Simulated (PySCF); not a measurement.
## Electronic structure of Bi⁺ (bismuth, charge +1) at the UHF level

Configuration: [Xe] 4f14 5d10 6s2 6p2, high-spin 3P determinant. All numbers are calculated (PySCF 2.14, the spin-free X2C one-electron Hamiltonian (Gaussian nucleus), in x2c-TZVPPall with one added diffuse shell each of s, p, d, f type (12s8p7d4f, 99 functions)).

```json
{
  "Total energy": "-21528.881203 hartree",
  "One-electron energy": "-29414.4570 hartree",
  "Hartree (Coulomb) energy": "8283.0982 hartree",
  "Exchange energy": "-397.5224 hartree",
  "⟨S²⟩": "2.0081",
  "⟨L²⟩": "2.018",
  "Sum of ⟨r⟩": "46.59 bohr",
  "Sum of ⟨r²⟩": "60.81 bohr²",
  "Traceless quadrupole moment −½Σ⟨3z² − r²⟩ along its main axis": "3.64 e·bohr²",
  "Langevin diamagnetic susceptibility": "-48.2 ×10⁻⁶ cm³/mol"
}
```

```
shell  electrons  mean orbital energy (eV)  spread (eV)  rms radius, mean of both spins (bohr)
 1s α          1                  -91042.5            0                                 0.0178
 1s β          1                  -91042.4            0                                 0.0178
 2s α          1                  -16521.7            0                                 0.0718
 2s β          1                  -16521.7            0                                 0.0718
 2p α          3                  -14208.1        0.014                                 0.0664
 2p β          3                  -14208.1        0.045                                 0.0664
 3s α          1                   -4067.6            0                                  0.183
 3s β          1                   -4067.6            0                                  0.183
 3p α          3                   -3393.6        0.017                                  0.186
 3p β          3                   -3393.5        0.115                                  0.186
 3d α          5                   -2678.7        0.070                                  0.170
 3d β          5                   -2678.7        0.098                                  0.170
 4s α          1                   -979.89            0                                  0.401
 4s β          1                   -979.80            0                                  0.401
 4p α          3                   -754.37        0.066                                  0.427
 4p β          3                   -754.25        0.240                                  0.427
 4d α          5                   -483.70        0.174                                  0.452
 4d β          5                   -483.66        0.234                                  0.452
 5s α          1                   -190.12            0                                  0.890
 5s β          1                   -189.87            0                                  0.890
 4f α          7                   -187.45        0.210                                  0.480
 4f β          7                   -187.41        0.262                                  0.480
 5p α          3                   -123.95        0.129                                   1.01
 5p β          3                   -123.73        0.545                                   1.01
 5d α          5                   -44.159        0.408                                   1.32
 5d β          5                   -43.857        0.698                                   1.32
 6s α          1                   -27.980            0                                   2.32
 6s β          1                   -23.962            0                                   2.32
 6p α          2                   -15.707            0                                   2.98
```

Spin-orbit coupling is strong in this species (close to jj coupling), so the high-spin LS determinant is a model state, not a physical level.

Densities and radii are taken from the X2C orbitals without a picture-change correction, which distorts them close to the nucleus.

Spin-orbit constants ζ (cm⁻¹) from the X2C one-electron operator on these orbitals: bare nucleus, nucleus screened by l(l+1)(2l+1)/3 electrons, and screened by the Breit-Pauli mean field of the electrons.

```
shell      bare  screened nucleus  mean field
   2p  11390000          11120000         n/a
   3p   2586000           2524000         n/a
   3d    396600            348800         n/a
   4p    628700            613500         n/a
   4d     88210             77580         n/a
   4f     18690             12390         n/a
   5p    112800            110000         n/a
   5d     10620              9341         n/a
   6p     10450             10200         n/a
```

To first order the Landé constant is A = 5100 cm⁻¹, so the lowest level has J = 0 and lies 1.26 eV below the centre of the term. This holds in LS coupling only, and this species is close to jj coupling.
